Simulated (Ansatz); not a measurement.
Reaction (redistribution): `B[SiH2]C=O` + `NCOC[SiH3]` → `B[SiH2]CN` + `O=COC[SiH3]`

Gas-phase electronic energies from Ansatz, PBE0-D4/def2-TZVP geometries. CCSD(T)/CBS adds triple-zeta CCSD(T) − MP2 to the extrapolated MP2 energy (def2 sets, frozen cores). Functionals use def2-TZVPP. One conformer a species, not always the lowest.

`B[SiH2]C=O`:

Cartesian coordinates in Å:
```
B 1.519 0.588 0.383
Si 0.017 -0.142 -0.727
C -1.484 -0.499 0.438
O -1.908 -1.602 0.659
H 1.285 1.431 1.198
H 2.651 0.225 0.264
H 0.301 -1.357 -1.530
H -0.425 0.972 -1.621
H -1.956 0.384 0.937
```

`NCOC[SiH3]`:

Z-matrix (Å, degrees):
```
C
O 1 1.405
N 1 1.436 2 112.1
H 1 1.100 2 109.9 3 -120.2
H 1 1.096 2 104.1 3 123.7
C 2 1.413 1 113.4 3 64.7
H 3 1.010 1 112.9 2 86.4
H 3 1.008 1 112.9 2 -148.5
Si 6 1.883 2 108.7 1 -174.6
H 6 1.103 2 110.6 1 64.5
H 6 1.098 2 110.7 1 -53.8
H 9 1.489 6 108.5 2 -178.8
H 9 1.486 6 110.9 2 -59.3
H 9 1.486 6 110.5 2 61.8
```

`B[SiH2]CN`:

Z-matrix (Å, degrees):
```
Si
C 1 1.887
B 1 2.009 2 114.5
H 1 1.500 2 108.2 3 118.1
H 1 1.491 2 110.3 3 -125.6
N 2 1.457 1 111.4 3 -175.8
H 2 1.096 1 107.1 3 65.4
H 2 1.103 1 108.3 3 -48.5
H 3 1.197 1 123.2 2 8.5
H 3 1.197 1 119.9 2 -172.9
H 6 1.012 2 111.0 1 59.1
H 6 1.012 2 111.4 1 178.4
```

`O=COC[SiH3]`:

```xyz
11

O    -0.534    1.574    1.561
C    -0.025    1.895    0.527
O     0.661    1.099   -0.290
C     0.793   -0.274    0.118
Si   -0.591   -1.351   -0.602
H    -0.050    2.908    0.101
H     1.765   -0.599   -0.257
H     0.799   -0.335    1.208
H    -1.915   -0.833   -0.182
H    -0.504   -1.346   -2.084
H    -0.399   -2.737   -0.100
```

(1) Is it downhill or uphill in electronic energy at CCSD(T)/CBS, and by how much? (Estimate.)

(2) What do these levels give: PBE-D4, PBE0-D4, PBE, PBE0, HF/def2-TZVPP, MP2/def2-TZVPP, SCS-MP2/def2-TZVPP, CCSD/def2-TZVPP, CCSD(T)/def2-TZVPP, HF/def2-QZVPP, HF/CBS(def2), CCSD/CBS(def2)? (Estimate.)

Largest T1 diagnostic among the species: 0.016.

Answers

(1) Computed: Downhill: ΔE = -0.99 eV.

(2) Computed: PBE-D4 -0.99, PBE0-D4 -1.04, PBE -0.98, PBE0 -1.03, HF/def2-TZVPP -0.97, MP2/def2-TZVPP -1.07, SCS-MP2/def2-TZVPP -1.01, CCSD/def2-TZVPP -0.99, CCSD(T)/def2-TZVPP -1.00, HF/def2-QZVPP -0.97, HF/CBS(def2) -0.97, CCSD/CBS(def2) -0.98 eV.

From PBE to PBE0 (25 % exact exchange), in def2-TZVPP and without D4, ΔE moves by −0.05 eV.
